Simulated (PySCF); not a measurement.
Delta-SCF ions had no search for a lower state. Excitations are Tamm–Dancoff values on a coarser integration grid. The basis has no diffuse functions, so Rydberg states are missing or too high.

CH₈Si₃, SMILES `[SiH3]/C=[SiH]\[SiH3]` (charge 0, multiplicity 1)

All values below come from PySCF 2.14.0 with PBE0-D3(BJ)/def2-TZVP.

```json
{
 "HOMO": "-6.83 eV",
 "dipole_moment": "0.315 e·Å",
 "HOMO–LUMO gap": "4.84 eV",
 "LUMO": "-1.98 eV",
 "S1 excitation (TDA)": "4.76 eV",
 "S1 oscillator strength": "0.344",
 "brightest of the four lowest singlets (TDA)": "4.76 eV",
 "T1 excitation (TDA)": "2.39 eV",
 "S1–T1 gap (TDA)": "2.37 eV",
 "vertical ionisation energy (Delta-SCF)": "8.53 eV",
 "total_energy": "-910.9676 Ha",
 "cost": "very roughly 2.5 core-minutes"
}
```

Bonds (Å): Si1–C2 1.837, Si1–H5 1.492, Si1–H6 1.490, Si1–H7 1.490, C2–Si3 1.710, C2–H8 1.088, Si3–Si4 2.334, Si3–H9 1.487, Si4–H10 1.487, Si4–H11 1.485, Si4–H12 1.485. Angles (°): C2–Si1–H5 108.7, C2–Si1–H6 112.4, C2–Si1–H7 112.4, H5–Si1–H6 108.0, H5–Si1–H7 108.0, H6–Si1–H7 107.2, Si1–C2–Si3 121.8, Si1–C2–H8 119.1, Si3–C2–H8 119.1, C2–Si3–Si4 122.7, C2–Si3–H9 120.6, Si4–Si3–H9 116.7, Si3–Si4–H10 107.8, Si3–Si4–H11 110.6, Si3–Si4–H12 110.5, H10–Si4–H11 109.2, H10–Si4–H12 109.1, H11–Si4–H12 109.6.
